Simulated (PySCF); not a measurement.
Te(H)(Me) (CH4Te), SMILES [TeH]C. Atoms are numbered in the order given.

```xyz
6

Te     0.0330     0.3288     0.0000
H     -1.6245     0.4675     0.0000
C     -0.0143    -1.8370     0.0000
H     -0.5134    -2.1917     0.8960
H     -0.5134    -2.1917    -0.8960
H      1.0234    -2.1622     0.0000
```
Charge 0, spin multiplicity 1.

Geometry optimised at B3LYP-D3(BJ)/def2-TZVP. The def2 effective core potentials stand for the cores of Te; spin–orbit coupling is left out.

Calculation: B3LYP/def2-TZVPD run with PySCF.

Mulliken values depend strongly on the basis, most of all with diffuse functions as here. ESP charges are fitted to the potential on shells at 1.4 to 2.0 van der Waals radii. Atomic charges (e):

```tsv
atom	Mulliken	ESP fit
Te1	0.07	-0.10
H2	0.01	0.07
C3	-0.82	-0.56
H4	0.25	0.18
H5	0.25	0.18
H6	0.23	0.24
```
